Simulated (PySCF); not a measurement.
All values below come from PBE-D3(BJ)/def2-TZVP // PBE-D3(BJ)/def2-SVP (PySCF). All species are isolated molecules in the gas phase. One relaxed conformer stands for a flexible species; it need not be the lowest. 

Reference species: [Zn(H)(SH)] (neutral, multiplicity 1).

| Property | Value |
|---|---|
| charge on the central atom (Mulliken) | 0.19 e |
| charge on the central atom (meta-Löwdin) | 0.92 e |
| HOMO–LUMO gap | 4.60 eV |
| HOMO | -6.10 eV |

Changed species: [Zn(H)2] (0 of 2 H replaced by SH; the reference has 1 of 2 H replaced by SH).

**Question.** Give the shifts of the charge on the central atom (Mulliken), charge on the central atom (meta-Löwdin), HOMO–LUMO gap and HOMO.

**Answer.** the charge on the central atom (Mulliken) decreases by 0.13 e, to 0.06 e; the charge on the central atom (meta-Löwdin) drops by 0.09 e, to 0.83 e; the HOMO–LUMO gap rises by 0.85 eV, to 5.45 eV; the HOMO falls by 0.75 eV, to -6.85 eV.
